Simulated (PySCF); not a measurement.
An unknown is described by computed data only.

Formula: C5H12BN.

- 13C NMR: chemical shifts (computed TMS as zero) by class: 157.6 (1 C), 128.4 (1 C), 39.6 (2 C), 23.4 (1 C) ppm [GIAO HF/pcSseg-1]
- Couplings: largest of the computed one-bond spin–spin couplings (means over like bonds): 13C–1H +165.8, 13C–1H +162.8, 13C–1H +140.8 (×6), 11B–1H +134.4, 13C–1H +132.5 (×3), 13C–11B +71.2, 13C–13C +67.1, 13C–13C +39.2 Hz [B3LYP/pcJ-1, spin–dipole term left out for some pairs]
- Dipole: 1.49 D [wB97X-D/def2-SVPD]
- 1H NMR: chemical shifts (computed TMS as zero) by class: 5.60 (1 H), 5.04 (1 H), 4.64 (1 H), 2.78 (6 H), 1.82 (3 H) ppm [GIAO HF/pcSseg-1]
- Rotational structure: rotational constants A, B, C: 4.776, 1.489, 1.284 GHz [PBE0-D3(BJ)/def2-SVP]
- Valence photoelectron: vertical ionisation energy: 8.83 eV [ΔSCF wB97X-D/def2-SVPD]
- UV, first state: lowest singlet excitation: 6.07 eV (204 nm, f = 0.209) [TDDFT wB97X-D/def2-SVPD]
- Polarisability: 86.6 au [wB97X-D/def2-SVPD]
- Triplet: lowest triplet excitation (Tamm–Dancoff): 4.11 eV [TDA wB97X-D/def2-SVPD]

The electronic properties come from PySCF, for the isolated species, density fitting. Levels stand in brackets. The structure is a single PBE0-D3(BJ)/def2-SVP conformer in the gas phase; no vibrational or solvent corrections. NMR values are class means; diastereotopic atoms form classes of their own.

Q: What is the compound? Reason from the data.

A: Numbering: `[CH2:1]=[C:2]([CH3:3])[BH:4][N:5]([CH3:6])[CH3:7]`. 5 carbons fall into 4 classes; from least to most shielded: fully substituted alkene carbon [C2] (157.6 ppm), terminal =CH2 carbon [C1] (128.4 ppm), N-methyl carbon [C6/C7] (39.6 ppm, 2 C, up to 6.5 ppm apart in this geometry), allylic carbon [C3] (23.4 ppm). Hydrogen classes from least to most shielded: 1 H on a terminal =CH2 carbon, C1 (5.60 ppm), 1 H on a terminal =CH2 carbon, C1 (5.04 ppm), 1 H on a three-coordinate boron, B4 (4.64 ppm), 6 H on 2 N-methyl carbons, C6/C7 (2.78 ppm, a mean of values up to 1.6 ppm apart in this geometry), 3 H on an allylic carbon, C3 (1.82 ppm). The couplings run between: +165.8 Hz, terminal =CH2 carbon [C1] and its hydrogen; +162.8 Hz, terminal =CH2 carbon [C1] and its hydrogen; +140.8 Hz, N-methyl carbon [C6] and its hydrogen (with 5 like pairs); +134.4 Hz, three-coordinate boron [B4] and its hydrogen; +132.5 Hz, allylic carbon [C3] and its hydrogen (with 2 like pairs); +71.2 Hz, fully substituted alkene carbon [C2] and three-coordinate boron [B4]; +67.1 Hz, terminal =CH2 carbon [C1] and fully substituted alkene carbon [C2]; +39.2 Hz, fully substituted alkene carbon [C2] and allylic carbon [C3]. The first electron is taken from the HOMO, whose largest Löwdin shares are 0.26 on the terminal =CH2 carbon, 0.22 on the fully substituted alkene carbon, 0.20 on the boron-bound nitrogen and 0.05 on the three-coordinate boron. The optimised geometry has point group C1 and is an asymmetric top. Structure: `C=C(C)BN(C)C`. Computed isomers that give other values at the same levels: `NBC1CCCC1` (rotational constant A: 5.935 GHz; this holds for the one conformer computed); `CBN1CCCC1` (rotational constant A: 5.729 GHz; this holds for the one conformer computed); `C=CCBN(C)C` (13C chemical shifts (computed TMS as zero) by class: 144.7 (1 C), 119.6 (1 C), 38.8 (2 C), 23.1 (1 C) ppm). The assignments are read from this structure; whether some other isomer fits the data as well wasn't checked.

Shape of the structure used: `[CH2:1]=[C:2]([CH3:3])[BH:4][N:5]([CH3:6])[CH3:7]`: C1–C2–B4–N5 -54°, C2–B4–N5–C6 178°.
